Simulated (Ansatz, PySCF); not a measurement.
Stretching the Ge1–H2 bond in FGeH (SMILES [F][GeH]) (multiplicity 1 held, fragments rigid). Energies count from the point at 1.615 Å.
Geometry at that point (charge 0, multiplicity 1):
```xyz
3

Ge    -0.11370    -0.22691     0.28077
H     -0.98452    -1.05346    -0.79918
F      0.51367     0.92383    -0.90949
```

R- and RO- levels are restricted; in cc, def2 and unpolarised 6-31G sets they are followed outwards from rest. U- levels take the lowest unrestricted solution at each point, which mixes spins at long bonds. Active spaces are followed from a long bond inwards. Left out are points that failed, MP2 points that dive below the minimum, coupled-cluster points behind a jump of the amplitudes or a sharp parting from full CI or MRCI, small-basis points behind a change of solution, and semi-empirical points at long bonds. Levels need not reach the same state.

Cores are frozen in the correlated methods. Filled d and f shells under p-block atoms count as core. Rows in LANL2DZ carry no dispersion term and start afresh at each structure. LANL2DZ brings its own core potentials from Na on.

Programs: Ansatz (Gaussian basis) for Hartree–Fock, density functionals and correlated methods; PySCF for LANL2DZ rows. 

Energies in kcal/mol.

```
R (Å)  U-B3LYP/LANL2DZ  U-MP2/cc-pVTZ  R-CCSD/cc-pVTZ  U-CCSD/cc-pVTZ  U-CCSD(T)/cc-pVTZ  FIC-MRCISD+Q on CASSCF(2,2)/cc-pVTZ
-----  ---------------  -------------  --------------  --------------  -----------------  -----------------------------------
1.292             26.0           26.0            24.5            24.6               24.8                                 24.6
1.453              5.5            5.2             4.4             4.4                4.5                                  4.5
1.615              0.0            0.0             0.0             0.0                0.0                                  0.0
1.776              2.4            3.2             3.5             3.5                3.3                                  3.4
1.938              8.8           10.9            10.8            10.7               10.4                                 10.4
2.180             21.5           27.0            24.1            24.1               23.3                                 23.2
2.422             35.0           46.2            37.3            38.2               36.5                                 35.8
2.826             53.3           59.6            55.4            56.7               54.8                                 52.5
3.230             62.0           64.2            67.4            66.1               65.5                                 62.6
3.714             66.4           65.9            75.0            69.4               69.5                                 68.0
4.360         left out           66.5            78.9            70.2               70.4                                 70.1
5.168         left out           66.6            80.2            70.4               70.6                                 70.6
```

Doubts at one or more of the structures used: a spin-contaminated determinant (U-B3LYP/LANL2DZ, U-MP2/cc-pVTZ, U-CCSD/cc-pVTZ, U-CCSD(T)/cc-pVTZ); a restricted determinant that unrestricted orbitals would lower (R-CCSD/cc-pVTZ); other coupled-cluster roots lie near (R-CCSD/cc-pVTZ); T1 above 0.05 (R-CCSD/cc-pVTZ, U-CCSD/cc-pVTZ, U-CCSD(T)/cc-pVTZ).

Ansatz is a first-principles code.
